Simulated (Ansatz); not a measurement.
Harmonic frequencies (cm⁻¹) at PBE0-D4/def2-TZVP from Ansatz: 38, 95, 108, 127, 141, 157, 199, 370, 378, 555, 646, 785, 789, 864, 1229, 1444, 1446, 3081, 3188, 3192, 3884.

Each molecule was computed in one conformer, which needn't be the lowest.

Problem. Which molecule is it?
A. `[SeH][Sn]([SeH])([SeH])[SeH]`
B. `[CH3][Sn]([OH])([Cl])[Cl]`
C. `[CH3][SnH]([F])[SH]`
D. `C[O][Sn]([F])([F])[F]`

Solution. B.
